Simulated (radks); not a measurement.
Question: Sm+, 61 electrons, occupied as [Xe] 4f6 6s1. Method: scalar-relativistic Kohn-Sham, LDA (Slater exchange, VWN5 correlation), spin-polarised, spherical densities, finite nucleus; open shells are filled with parallel spins first (spin-orbit coupling, left out, can overturn this in heavy ions); Fermi nuclear charge, rms radius 5.0819 fm; computed with a radial shooting solver on a logarithmic mesh with Libxc functionals. Some entries of the table are withheld. Estimate them.

orbital,occ.,eigenvalue (eV),<1/r> (bohr^-1),r(max) (bohr)
1s up,1,-46632.45,68.75,0.01451
1s down,1,-46632.44,68.75,0.01451
2s up,1,-7625.883,15.92,0.08222
2s down,1,-7625.812,15.92,0.08222
2p up,3,-6807.063,14.95,0.06636
2p down,3,-6807.012,14.95,0.06636
3s up,1,-1675.115,5.819,0.2339
3s down,1,-1673.188,5.823,0.2339
3p up,3,-1419.036,5.488,0.2292
3p down,3,-1417.126,5.493,0.2291
3d up,5,-1071.083,5.211,0.1876
3d down,5,-1069.585,5.215,0.1875
4s up,1,-338.5431,2.448,0.5396
4s down,1,-333.9685,2.448,0.5394
4p up,3,-254.3391,2.252,0.5631
4p down,3,-249.7793,2.252,0.5629
4d up,5,-136.1180,1.975,0.5877
4d down,5,-131.6087,1.973,0.5873
5s up,1,(1),0.9461,1.255
5s down,1,(2),0.9312,1.266
5p up,3,(3),0.7941,1.425
5p down,3,(4),0.7774,1.445
4f up,6,-10.0156,1.372,0.6131
6s up,1,(5),0.3293,3.377
6s down,0,(6),0.3193,3.447
4f down,0,-6.1529,1.316,0.6163

Answer: 
(1) 5s up eigenvalue (eV): -50.4829
(2) 5s down eigenvalue (eV): -47.8414
(3) 5p up eigenvalue (eV): -30.2160
(4) 5p down eigenvalue (eV): -28.1371
(5) 6s up eigenvalue (eV): -9.0227
(6) 6s down eigenvalue (eV): -8.0011
